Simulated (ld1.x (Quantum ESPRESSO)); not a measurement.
# Transferability test, TM potential for Al

| Property | Result |
| --- | --- |
| Element | Al |
| Generator | ld1.x (Quantum ESPRESSO) 7.5 |
| Type | norm-conserving Troullier–Martins (Kleinman–Bylander form) |
| Functional | PBE |
| Relativity | non-relativistic |
| Frozen core | [Ne] |
| Valence charge | 3 |
| Reference configuration | 3s2 3p1 |
| Partial waves | 3s (bound): rc 1.40 bohr; 3p (bound): rc 2.60 bohr |
| Local potential | all-electron potential smoothed inside 1.90 bohr (lloc = -1) |
| Core correction | none |

Energies are relative to the spin-unpolarised reference configuration 3s2 3p1; without spin polarisation the order of configurations can differ from experiment.

| valence configuration | charge | ΔE all-electron (eV) | error AE − PS (meV) |
| --- | --- | --- | --- |
| 3s2 3p0 | +1 | 5.771 | +1.0 |
| 3s2 3p0.5 | +0.5 | 2.090 | +0.1 |
| 3s2 3p1.3 | -0.3 | -0.577 | 0.0 |
| 3s1 3p2 | 0 | 5.107 | +10 |
| 3s1 3p1 | +1 | 11.543 | +11 |

Task: What are ΔE and the potential's error for 3s1 3p0?

Result: ΔE = 24.963 eV all-electron; the error (AE − PS) is +29 meV.

Task: What are ΔE and the potential's error for 3s0 3p3?

Result: ΔE = 10.383 eV all-electron; the error (AE − PS) is +70 meV.
